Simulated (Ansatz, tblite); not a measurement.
Adding an electron: HgF2⁺. Charge 1, multiplicity 2. Geometry: PBE-D4/def2-TZVP. Ansatz, gas phase; energy differences of separate SCF runs; the reduced species is a singlet (the triplet lies 5.20 eV higher at PBE0-D4/def2-TZVP).

```xyz
3

Hg    0.0000    0.0001    0.0004
F    -1.1084    1.5073   -0.4964
F     1.1083   -1.5075    0.4960
```

In the def2 sets Hg takes a core potential; there is no spin–orbit coupling. The xTB rows come from tblite. The structure comes from a short search, and lower isomers may exist.

Estimate orbital energies and vertical electron affinities at: GFN1-xTB; GFN2-xTB; PBE-D4/def2-TZVP; r2SCAN-D4/def2-TZVP; PBE0-D4/def2-TZVP.


| level | −HOMO (eV) | −LUMO (eV) | vertical EA (eV) | HOMO–LUMO gap (eV) |
| --- | --- | --- | --- | --- |
| GFN1-xTB | – | – | 18.19 | – |
| GFN2-xTB | – | – | 18.17 | – |
| PBE-D4/def2-TZVP | 16.42 | 16.25 | 12.28 | 0.17 |
| r2SCAN-D4/def2-TZVP | 16.88 | 16.17 | 12.48 | 0.70 |
| PBE0-D4/def2-TZVP | 17.44 | 15.44 | 12.84 | 2.00 |

  HOMO and LUMO are the levels of the spin that leaves or enters (xTB has no such levels and no spin-polarisation term). Other spin states of the ions may lie lower, which would lower the ionisation energy or raise the affinity. Raw xTB energy differences between charge states are shifted by several eV; the methods need an empirical correction for them.
